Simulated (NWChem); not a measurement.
Species: CH₃CdCl; SMILES [Cd]([Cl])[CH3]

```xyz
6

Cd    -0.3479    -0.1410     0.0002
Cl     0.2007     2.1045    -0.0001
C     -0.8473    -2.1858     0.0005
H     -0.3049    -2.6992    -0.8161
H     -1.9371    -2.3008    -0.1529
H     -0.5629    -2.6359     0.9705
```
Atoms are numbered in this order, from 1.

Level: PBE-D3(BJ)/def2-SVP with def2 effective core potentials on Cd (NWChem), optimised geometry, unscaled harmonic frequencies. def2 effective core potentials on Cd; no spin-orbit coupling.

| frequency (cm⁻¹) | IR intensity (km/mol) |
|---|---|
| 105 | 2.3 |
| 105 | 2.3 |
| 351 | 26.0 |
| 512 | 18.9 |
| 703 | 34.7 |
| 703 | 34.8 |
| 1132 | 5.7 |
| 1380 | 1.0 |
| 1381 | 1.0 |
| 2993 | 4.7 |
| 3109 | 1.2 |
| 3109 | 1.2 |

| Item | Result |
|---|---|
| zero-point energy | 22.3 kcal/mol |
| thermal correction to the enthalpy at 298.15 K (with zero-point energy) | 26.1 kcal/mol |
| heat capacity Cv | 14.8 cal/(mol K) |
| entropy at 298.15 K and 1 atm (symmetry number 3) | 71.9 cal/(mol K) |

Rigid rotor and harmonic oscillator.
